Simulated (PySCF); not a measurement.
**Electron correlation in Ru+ (ruthenium, charge +1)**

[Kr] 4d7, high-spin 4F determinant. Calculation: PySCF 2.14, in x2c-TZVPPall; the spin-free X2C one-electron Hamiltonian (Gaussian nucleus). Frozen: [Ar] 3d10; 15 electrons correlated.

```
  level  correlation energy (mhartree)
   CCSD                        -446.94
    (T)                         -11.84
CCSD(T)                        -458.78
```

Diagnostics: T1 = 0.0055, D1 = 0.0106, largest double amplitude 0.025.

Cost of the coupled-cluster step: about 30 core-seconds, for 15 correlated electrons.

This basis was not built for core-valence correlation, so the inner-shell part is incomplete.
